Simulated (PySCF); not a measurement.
CH$_{4}$Si, triplet, geometry from GFN2-xTB (a higher spin typed on purpose: for a closed-shell molecule this is an excited state); R2SCAN/3-21G run with PySCF.

PySCF was given this input:
```python
from pyscf import gto, scf, dft

mol = gto.M(
    atom='''
C    -1.224579   -0.019063    0.101619
Si    0.604206   -0.025438   -0.112974
H    -1.696825    0.429454    0.962889
H    -1.911557   -0.452552   -0.603811
H     1.313583   -0.810231    0.892578
H     1.183391    1.303841   -0.279739
''',
    basis='3-21g',
    charge=0,
    spin=2,
    verbose=4,
)

mf = dft.UKS(mol)
mf.xc = 'r2scan'
mf.grids.atom_grid = (30, 110)
mf.kernel()
mf.analyze()
```

It wrote (shortened):

```
PySCF version 2.14.0

[INPUT] verbose = 4
[INPUT] num. atoms = 6
[INPUT] num. electrons = 24
[INPUT] charge = 0
[INPUT] spin (= nelec alpha-beta = 2S) = 2
[INPUT] symmetry False subgroup None
[INPUT] Mole.unit = angstrom
[INPUT] Symbol           X                Y                Z      unit          X                Y                Z       unit  Magmom
[...]
nuclear repulsion = 49.327178121134
number of shells = 20
number of NR pGTOs = 54
number of NR cGTOs = 30
basis = 3-21g
ecp = {}

******** <class 'pyscf.dft.uks.UKS'> ********
method = UKS
initial guess = minao
damping factor = 0
level_shift factor = 0
DIIS = <class 'pyscf.scf.diis.CDIIS'>
diis_start_cycle = 1
diis_space = 8
diis_damp = 0
SCF conv_tol = 1e-09
SCF conv_tol_grad = None
SCF max_cycles = 50
direct_scf = True
direct_scf_tol = 1e-13
number electrons alpha = 13  beta = 11
XC library pyscf.dft.libxc version 7.1.2
    S. Lehtola, C. Steigemann, M. J. T. Oliveira, and M. A. L. Marques,  SoftwareX 7, 1–5 (2018)
XC functionals = r2scan
    J. W. Furness, A. D. Kaplan, J. Ning, J. P. Perdew, and J. Sun,  J. Phys. Chem. Lett. 11, 8208–8215 (2020)
    J. W. Furness, A. D. Kaplan, J. Ning, J. P. Perdew, and J. Sun,  J. Phys. Chem. Lett. 11, 9248–9248 (2020)
    J. W. Furness, A. D. Kaplan, J. Ning, J. P. Perdew, and J. Sun,  J. Phys. Chem. Lett. 11, 8208–8215 (2020)
    J. W. Furness, A. D. Kaplan, J. Ning, J. P. Perdew, and J. Sun,  J. Phys. Chem. Lett. 11, 9248–9248 (2020)
radial grids:
    Treutler-Ahlrichs [JCP 102, 346 (1995); DOI:10.1063/1.469408] (M4) radial grids

becke partition: Becke, JCP 88, 2547 (1988); DOI:10.1063/1.454033
pruning grids: <function nwchem_prune>
grids dens level: 3
symmetrized grids: False
atomic radii adjust function: <function treutler_atomic_radii_adjust>
User specified grid scheme (30, 110)
small_rho_cutoff = 0
Set gradient conv threshold to 3.16228e-05
tot grids = 14800
init E= -327.739126648232

cycle= 1 E= -328.040893587159  delta_E= -0.302  |g|= 0.14  |ddm|= 1.55
cycle= 2 E= -328.038286962893  delta_E= 0.00261  |g|= 0.16  |ddm|= 0.333
cycle= 3 E= -328.053638109466  delta_E= -0.0154  |g|= 0.0137  |ddm|= 0.217
cycle= 4 E= -328.053801115002  delta_E= -0.000163  |g|= 0.00432  |ddm|= 0.0273
cycle= 5 E= -328.053820449883  delta_E= -1.93e-05  |g|= 0.00152  |ddm|= 0.0105
cycle= 6 E= -328.053823153471  delta_E= -2.7e-06  |g|= 0.00036  |ddm|= 0.00368
cycle= 7 E= -328.053823291696  delta_E= -1.38e-07  |g|= 5.69e-05  |ddm|= 0.000892
cycle= 8 E= -328.053823295363  delta_E= -3.67e-09  |g|= 5.29e-06  |ddm|= 0.00015
cycle= 9 E= -328.053823295406  delta_E= -4.25e-11  |g|= 1.16e-06  |ddm|= 2.51e-05
Extra cycle  E= -328.053823295408  delta_E= -1.93e-12  |g|= 5.98e-07  |ddm|= 4.06e-06
converged SCF energy = -328.053823295408  <S^2> = 2.0041621  2S+1 = 3.0027734
**** SCF Summaries ****
Total Energy =                        -328.053823295407710
Nuclear Repulsion Energy =              49.327178121134011
One-electron Energy =                 -550.159811063238749
Two-electron Energy =                  172.778809646696999
Two-electron Coulomb Energy =          200.417808859339232
DFT Exchange-Correlation Energy =      -27.638999212642236
**** MO energy ****
                             alpha | beta                alpha | beta
[...]
To work with the spin densities directly, `use mulliken_meta_spin()` only printing them here.

 ** Mulliken spin pop alpha/beta on meta-lowdin orthogonal AOs **
 ** Mulliken Spin Density (per AO)  **
spin_pop of  0 C 1s       -0.00003
spin_pop of  0 C 2s        0.05013
spin_pop of  0 C 3s        0.00001
spin_pop of  0 C 2px       0.01991
spin_pop of  0 C 2py       0.70656
spin_pop of  0 C 2pz       0.23275
spin_pop of  0 C 3px      -0.00018
spin_pop of  0 C 3py       0.00528
spin_pop of  0 C 3pz       0.00159
spin_pop of  1 Si 1s        0.00000
spin_pop of  1 Si 2s       -0.00000
spin_pop of  1 Si 3s        0.11676
spin_pop of  1 Si 4s        0.00174
spin_pop of  1 Si 2px      -0.00002
spin_pop of  1 Si 2py      -0.00000
spin_pop of  1 Si 2pz       0.00001
spin_pop of  1 Si 3px       0.00851
spin_pop of  1 Si 3py       0.19274
spin_pop of  1 Si 3pz       0.62662
spin_pop of  1 Si 4px      -0.00122
spin_pop of  1 Si 4py       0.00123
spin_pop of  1 Si 4pz       0.00049
spin_pop of  2 H 1s       -0.00382
spin_pop of  2 H 2s        0.00048
spin_pop of  3 H 1s       -0.02544
spin_pop of  3 H 2s        0.00039
spin_pop of  4 H 1s        0.03176
spin_pop of  4 H 2s        0.00098
spin_pop of  5 H 1s        0.03180
spin_pop of  5 H 2s        0.00098
 ** Mulliken Spin Density (per atom)  **
spin density of  0 C =      1.01603
spin density of  1 Si =      0.94686
spin density of  2 H =     -0.00335
spin density of  3 H =     -0.02505
spin density of  4 H =      0.03274
spin density of  5 H =      0.03277
 ** Mulliken pop alpha/beta on meta-lowdin orthogonal AOs **
 ** Mulliken pop       alpha | beta **
[...]
In total            13.00000 | 11.00000
 ** Mulliken atomic charges   ( Nelec_alpha | Nelec_beta ) **
charge of  0C =     -0.41118  (     3.71360      2.69758 )
charge of  1Si =      0.28436  (     7.33125      6.38439 )
charge of  2H =      0.12285  (     0.43690      0.44025 )
charge of  3H =      0.12758  (     0.42368      0.44873 )
charge of  4H =     -0.06183  (     0.54728      0.51454 )
charge of  5H =     -0.06178  (     0.54728      0.51450 )
Dipole moment(X, Y, Z, Debye): -0.65830,  0.07158,  0.19970
```
